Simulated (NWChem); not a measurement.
Molecule: C3H5BO; SMILES C#CB(C)O

```xyz
10

B     -0.0653    -0.4606    -0.0012
C     -0.0059     1.0869     0.0007
C      0.0400     2.3038     0.0030
H      0.0864     3.3785     0.0059
C      1.2373    -1.3315    -0.0009
H      1.0202    -2.4089    -0.0120
H      1.8504    -1.0993     0.8862
H      1.8660    -1.0827    -0.8721
O     -1.2746    -1.0760    -0.0003
H     -2.0084    -0.4515     0.0002
```
Atoms are numbered in this order, from 1.

Results from NWChem. Pople sets run with spherical d functions. All runs use the structure optimised with PBE0/def2-SVP. Atomic charges in e: unrestrained fits to the electrostatic potential beside Mulliken populations; buried atoms are poorly determined by the fit.

For level Hartree-Fock/6-31G*:

- ESP B1 = 0.86
- Mulliken B1 = 0.67
- Mulliken C2 = -0.21
- Mulliken C3 = -0.30
- ESP C5 = -0.38
- Mulliken C5 = -0.73
- ESP O9 = -0.78
- Mulliken O9 = -0.72

Question: What are these values for level B3LYP/def2-SVP?

Answer: 
- ESP B1 = 0.63
- Mulliken B1 = -0.16
- Mulliken C2 = 0.11
- Mulliken C3 = -0.15
- ESP C5 = -0.26
- Mulliken C5 = -0.02
- ESP O9 = -0.64
- Mulliken O9 = -0.08
